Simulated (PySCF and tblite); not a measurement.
Values are calculated unless marked as measured or tabulated.
**Barrier and rate of a rotation**

System: C₅H₂N₂O₂, numbered as in [N:1]#[C:2][c:3]1[o:4][cH:5][n:6][c:7]1[CH:8]=[O:9].

Motion: rotation about the C7–C8 bond (torsion C3–C7–C8–O9 from 0° to 180°, rising). Geometries: GFN2-xTB; energies: PBE0/pcSseg-1 + D3(BJ); zero-point and thermal terms from GFN2-xTB harmonic modes (soft modes blended into free rotors). Rate constants are transition-state-theory values, counting equivalent paths, without tunnelling. Run with tblite and PySCF.

```json
{"point": "start", "symmetry": "Cs", "E(GFN2) kcal/mol": "0.0", "E(DFT) kcal/mol": "0.0", "ZPE change kcal/mol": "0.00", "lowest mode cm⁻¹": "93", "dipole D": "4.96"}
{"point": "saddle", "symmetry": "C1", "E(GFN2) kcal/mol": "6.0", "E(DFT) kcal/mol": "8.6", "ZPE change kcal/mol": "-0.38", "lowest mode cm⁻¹": "121i", "dipole D": "3.86"}
{"point": "end", "symmetry": "Cs", "E(GFN2) kcal/mol": "2.5", "E(DFT) kcal/mol": "2.1", "ZPE change kcal/mol": "-0.08", "lowest mode cm⁻¹": "95", "dipole D": "3.30"}
```

- Electronic barrier: 8.7 kcal/mol
- Barrier with zero-point energy: 8.3 kcal/mol
- ΔH‡ (298 K): 7.9 kcal/mol
- ΔS‡ (298 K, symmetry apart): -2.3 cal/(mol K)
- Paths: 2 equivalent paths
- End point: a different minimum
- Mean lifetime of the start against this motion at 298 K: 160 ns
- Cost: 58 s on 1 thread of INTEL XEON PLATINUM 8581C @ 2.30GHz (shared host) (rough), peak memory 0.75 GiB, launched as `OMP_NUM_THREADS=1 python ens_run.py task.json out`

```csv
T/K,ΔG‡ kcal/mol,k s⁻¹,ΔG kcal/mol,k back s⁻¹
150,8.3,4.2,1.9,2810
200,8.4,5320,1.9,6.7×10⁵
250,8.5,4×10⁵,1.9,1.8×10⁷
298,8.6,6.4×10⁶,1.9,1.6×10⁸
350,8.7,5.6×10⁷,1.9,8.3×10⁸
400,8.8,2.6×10⁸,1.9,2.7×10⁹
500,9.0,2.4×10⁹,1.8,1.5×10¹⁰
```

ΔG and ΔG‡ leave out symmetry numbers and mirror images; rates count paths: 2 out, 2 back.
